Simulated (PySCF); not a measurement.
## State search for SrS⁺

Unrestricted PBE0; basis Sr x2c-SVPall, S x2c-SVPall; spin-free X2C with a Gaussian nucleus; PySCF 2.14. Outer shells of the fragments: Sr+ 5s1; S 3s2 3p4.

Followed along the bond (rough minima from three points):

| 2Ms+1 | unpaired | ⟨S²⟩ at the start | R at minimum (Å) | Te (eV) |
| --- | --- | --- | --- | --- |
| 2 | π ↑ | 0.75 | 2.58 | 0.00 |
| 2 | σ ↑ | 0.75 | 2.43 | 0.43 |
| 4 | σ ↑, π ↑↑ | 3.75 | none in the scan | ≤ 2.39 |

Solutions found at the starting distance of 2.795 Å, counted from the lowest of them; the search is not exhaustive and high or unbound solutions are not listed, so other states can lie among these:

```csv
2Ms+1,unpaired,term,E (eV),⟨S²⟩,⟨Lz²⟩,μ (D)
2,π ↑,²Π,0.00,0.75,1.01,-9.45
2,σ ↑,²Σ⁺,0.75,0.75,0.00,-9.70
4,"σ ↑, π ↑↑",⁴Σ⁻,2.39,3.75,0.00,-0.95
2,"σ ↓, π ↑↑",mixed,2.42,1.75,0.00,-0.86
2,"σ ↑, π ↑↓",mixed,2.84,1.76,2.01,-0.89
4,"σ ↑↑, π ↑",⁴Π,2.96,3.75,1.02,-1.06
```

A term symbol is given only where ⟨S²⟩ and ⟨Lz²⟩ are close to those of a pure state; real π, δ and φ orbitals otherwise mix terms. A positive dipole points towards S; it is taken about the centre of mass and depends on that origin.

Q: Compare the gap between the two lowest followed solutions at the starting distance with the gap between their minima.

A: At PBE0 the second solution (doublet, unpaired electrons σ ↑) lies +0.75 eV from the first (doublet, unpaired electrons π ↑) at 2.795 Å and +0.43 eV at the minima; the two curves relax by different amounts, since their minima lie near 2.43 and 2.58 Å.

Spin–orbit coupling is left out. Counting both spins, an empty level lies below a filled one in some of these solutions, because spin and occupation are held.
